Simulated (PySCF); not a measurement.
Problem. Give a PBE0-D3(BJ)/def2-SVP geometry of `CC(C)(C)C[AsH2]`.

Solution. 
Z-matrix in Å and degrees, rows numbered from 1:
```
C 
C   1  1.5304
C   2  1.5305  1  109.71
C   2  1.5321  1  109.14  3  -119.49
C   2  1.5373  1  110.41  3   121.94
As  5  1.9892  2  115.14  1   -58.69
H   1  1.1022  2  111.65  3   -57.67
H   1  1.1019  2  111.23  3  -178.14
H   1  1.1014  2  110.81  3    61.88
H   3  1.1014  2  111.63  1    60.50
H   3  1.1013  2  110.77  1   -59.55
H   3  1.1018  2  111.05  1  -179.29
H   4  1.1016  2  111.14  1  -179.51
H   4  1.1019  2  110.93  1    60.61
H   4  1.1016  2  111.21  1   -59.37
H   5  1.1005  2  110.27  1    65.00
H   5  1.1026  2  109.53  1  -177.49
H   6  1.5257  5   94.13  2  -179.76
H   6  1.5262  5   96.34  2    87.98
```

As6 (arsenic bonded to C and 2 H) is pyramidal (angles 96.3°, 94.1° and 91.8°, sum 282.3°, 0.88 Å off the plane of its three neighbours). Of the pairs four or more bonds apart, As6···H7 is among the closest relative to their van der Waals radii: 2.90 Å, 95 % of the sum of Bondi's values.

Theory: PySCF 2.14.0, PBE0-D3(BJ)/def2-SVP geometry optimisation, gas phase.

No frequency check. One conformer, not necessarily the lowest (C2–C5–As6–H 180° and 88°).

On one thread, Arm Neoverse V1 (shared host), this took 69 s wall. That covers the optimisation of the geometry.
